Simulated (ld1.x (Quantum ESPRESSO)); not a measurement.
# N (Z = 7): one change to a PAW potential, before and after

```json
{
  "Element": "nitrogen",
  "Generator": "ld1.x (Quantum ESPRESSO) 7.5",
  "Type": "PAW",
  "Functional": "PBEsol",
  "Relativity": "scalar-relativistic",
  "Frozen core": "[He]",
  "Valence charge": "5",
  "Reference configuration": "2s2 2p3",
  "Partial waves": "2s (bound): rcut 0.85, rcutus 1.05 bohr; 2s channel at -0.5 Ry: rcut 0.85, rcutus 1.05 bohr; 2p (bound): rcut 1.85, rcutus 2.20 bohr; 2p channel at 2.85 Ry: rcut 1.85, rcutus 2.20 bohr; 3d channel at -0.15 Ry: rcut 1.55, rcutus 1.85 bohr",
  "Local potential": "all-electron potential smoothed inside 1.95 bohr (lloc = -1)",
  "Core correction": "Bessel-smoothed model core inside 0.90 bohr",
  "Augmentation charge": "PSQ, inside the norm-conserving radii"
}
```

Change: wave 2s channel at -0.5 Ry: rcut 0.85, rcutus 1.05 bohr becomes 2s channel at -0.89 Ry: rcut 0.85, rcutus 1.05 bohr.

Cutoffs: the cutoffs (Ry, on a coarse ladder) from which the occupation-weighted sum of valence levels, in a spherical-Bessel basis at the reference potential, stays within 10 and 1 mRy of its value at 400 Ry; they do not see the model core or the augmentation charge, which bear on the density cutoff. Errors are all-electron minus pseudo energies relative to the spin-unpolarised reference configuration.

What does the change do?

The potential gets neither clearly harder nor softer (15 Ry and 30 Ry → 15 Ry and 30 Ry); of the 7 tests that both files solve, the error grows in 0 and shrinks in 1 by more than 15 % and 0.3 meV (median size 2.0 → 2.0 meV); neither file shows a bound ghost.

```csv
quantity,base,changed
"cutoff, loose",15 Ry,15 Ry
"cutoff, tight",30 Ry,30 Ry
bound ghosts,none,none
"error for 2s2 2p2, meV [ΔE 13.52 eV]",-5.4,-5.4
"error for 2s2 2p1, meV [ΔE 42.26 eV]",-1.9,-1.5
"error for 2s2 2p0, meV [ΔE 89.14 eV]",-6.2,-5.6
"error for 2s0 2p5, meV [ΔE 22.90 eV]",-2.0,-2.0
"error for 2s2 2p2.5, meV [ΔE 5.06 eV]",-2.7,-2.7
"error for 2s1 2p4, meV [ΔE 11.43 eV]",-0.5,-0.6
"error for 2s2 2p3.3, meV [ΔE -1.60 eV]",-1.3,-1.3
s: phases at 2.39 bohr within 0.05 rad from the reference energy up to (Ry; the scan ends near 5),to the end of the scan,to the end of the scan
p: phases at 2.39 bohr within 0.05 rad from the reference energy up to (Ry; the scan ends near 5),1.7,1.7
d: phases at 2.39 bohr within 0.05 rad from the reference energy up to (Ry; the scan ends near 5),to the end of the scan,to the end of the scan
lowest overlap eigenvalue by channel,"s 0.45, p 0.88, d 0.94","s 0.44, p 0.88, d 0.94"
```
